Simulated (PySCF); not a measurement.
A GIAO shielding run with PySCF 2.14 (density fitting, non-relativistic, gas phase) on SMILES C=CS[SiH2][SiH2][SiH2][SiH3], C$_{2}$H$_{12}$SSi$_{4}$:

```
$ OMP_NUM_THREADS=1 python probes_run.py task.json out

{"job": {"kind": "nmr", "xc": "PBE0", "basis": "pcSseg-1"}, "charge": 0, "multiplicity": 1}
C     -4.331140    -0.533215    -0.740788
C     -3.716583    -0.582971     0.427843
S     -2.103427    -0.035969     0.826389
Si    -1.232736     0.692160    -1.021884
Si     0.963858     1.192143    -0.499166
Si     2.133989    -0.240206     0.918627
Si     4.379055    -0.541188     0.425224
H     -3.874551    -0.124688    -1.625422
H     -5.334417    -0.910335    -0.842450
H     -4.194146    -0.994868     1.304665
H     -2.130987     1.758438    -1.475753
H     -1.398495    -0.408805    -1.975128
H      1.018269     2.577118    -0.005292
H      1.633340     1.278642    -1.810056
H      1.448224    -1.543365     0.920973
H      1.983093     0.239408     2.301103
H      5.174520     0.642243     0.760244
H      4.998752    -1.668502     1.125204
H      4.573579    -0.786788    -1.006630
```

Hardware: 1 thread of an Arm Neoverse V2, shared host. The job also computes population analyses, field gradients.

Task: How large is the calculation?

Result: 96 electrons, 214 basis functions and 1231 auxiliary functions.

Task: How long does it take, and how much memory does it need?

Result: 45 s of wall time, with 14 SCF cycles and 5 response iterations; peak memory 1.1 GiB. Times on a shared host scatter by some tens of per cent.
